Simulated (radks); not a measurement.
Values are calculated unless marked as measured or tabulated.
The oxygen anion O-, [He] 2s2 2p5, held by a Watson sphere: a shell of charge +1.38 at radius R that stands for the Madelung well of a crystal (potential energy -1.38/R inside, -1.38/r outside, in hartree with lengths in bohr). Code: a radial shooting solver on a logarithmic mesh with Libxc functionals. Model: scalar-relativistic Kohn-Sham, LDA (Slater exchange, Perdew-Wang correlation), spin-polarised, spherical densities, finite nucleus; open shells are filled with parallel spins first; Fermi nuclear charge, rms radius of each element as measured or else 0.836 A^(1/3) + 0.57 fm. Response by self-consistent Sternheimer equations with the Hartree and adiabatic LDA kernel, the relativistic mass of each level held fixed and spin-orbit coupling left out. The sphere does not respond.

R (bohr) = 1.64: e(2s down) (eV) -27.751; e(2p up) (eV) -14.431; e(2p down) (eV) -13.142; <r> 2p (bohr) 1.325; sum of <r^2> (bohr^2) 14.50; X-ray form factor at sin(theta)/lambda = 0.1 1/angstrom 8.035; alpha (bohr^3) 6.416
R (bohr) = 1.94: e(2s down) (eV) -26.292; e(2p up) (eV) -13.180; e(2p down) (eV) -11.926; <r> 2p (bohr) 1.376; sum of <r^2> (bohr^2) 15.52; X-ray form factor at sin(theta)/lambda = 0.1 1/angstrom 7.979; alpha (bohr^3) 7.862
R (bohr) = 2.21: e(2s down) (eV) -25.139; e(2p up) (eV) -12.156; e(2p down) (eV) -10.921; <r> 2p (bohr) 1.415; sum of <r^2> (bohr^2) 16.32; X-ray form factor at sin(theta)/lambda = 0.1 1/angstrom 7.936; alpha (bohr^3) 9.328
R (bohr) = 3.55: e(2s down) (eV) -21.205; e(2p up) (eV) -8.437; e(2p down) (eV) -7.225; <r> 2p (bohr) 1.552; sum of <r^2> (bohr^2) 19.20; X-ray form factor at sin(theta)/lambda = 0.1 1/angstrom 7.807; alpha (bohr^3) 18.52
R (bohr) = 3.91: e(2s down) (eV) -20.495; e(2p up) (eV) -7.741; e(2p down) (eV) -6.526; <r> 2p (bohr) 1.578; sum of <r^2> (bohr^2) 19.75; X-ray form factor at sin(theta)/lambda = 0.1 1/angstrom 7.787; alpha (bohr^3) 21.42
R (bohr) = 3.94: e(2s down) (eV) -20.440; e(2p up) (eV) -7.687; e(2p down) (eV) -6.472; <r> 2p (bohr) 1.580; sum of <r^2> (bohr^2) 19.79; X-ray form factor at sin(theta)/lambda = 0.1 1/angstrom 7.786; alpha (bohr^3) 21.67
R (bohr) = 3.98: e(2s down) (eV) -20.368; e(2p up) (eV) -7.617; e(2p down) (eV) -6.401; <r> 2p (bohr) 1.583; sum of <r^2> (bohr^2) 19.85; X-ray form factor at sin(theta)/lambda = 0.1 1/angstrom 7.784; alpha (bohr^3) 22.00
